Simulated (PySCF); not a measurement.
SMILES C[Si](C)(C)/C=[CH]/[Al]([OH])[OH], GFN2-xTB optimised geometry. Atoms within 1.6 Å of the plane z = 0.8 Å (x, y, z in Å): Si1 (-2.89, 1.61, 0.00), C2 (-3.96, 1.69, 1.58), C4 (-1.69, 3.09, -0.03), C5 (-1.93, -0.03, 0.00), C6 (-0.61, -0.16, 0.00), Al7 (0.29, -1.93, 0.00), O8 (1.94, -1.93, 0.00), O9 (-0.65, -3.28, 0.00), H11 (-4.66, 0.86, 1.62), H12 (-4.54, 2.61, 1.62), H16 (-2.23, 4.04, -0.04), H17 (-1.04, 3.10, 0.84), H19 (-2.53, -0.94, 0.00), H20 (0.01, 0.73, 0.00), H21 (2.89, -1.95, 0.00), H22 (-1.21, -4.04, 0.00).

Method: CAM-B3LYP/def2-SVP in PySCF 2.14.0.

Map of the log10 of the electron density (e/bohr³), floored at −4 on the plane z = 0.8 Å:

```
|                             |
|                             |
|                             |
|       .:--:.                |
|       :=++=-:.              |
|    ..:-+***+=:              |
|  .:---=+##%#*=.             |
|  :=++=+*#%@@#+:             |
| .-+*****#%@@#=:             |
| .-+#%%%#####+-:             |
| .-+#%@@%#*++=-:.            |
| :=*#%@@%#*+=++=-.           |
| :=*##%####****+=.           |
| .-+****#%%####*=:           |
|  :-===+#%%%%%#*=:..         |
|   .::-+*#%%%%#*+==-:        |
|     .-+*##*###****+=:       |
|      :=++++*##**#%#*=:      |
|      .:-===+**##%@%#+-      |
|       ..:=+*##**#%#*+-      |
|         :=*%%#*****+-.      |
|         :+#%@#*+===-.       |
|         :+*%%#+-::.         |
|         :=***+=:.           |
|          -===-:             |
|          .::.               |
|                             |
|                             |
|                             |
```
Scale: ten equal steps from -4.00 (start of ' ') to -0.675 (end of '@'), in the order ' .:-=+*#%@'; x runs from -6.50 to 6.50, y from -6.50 (bottom) to 6.50 (top).
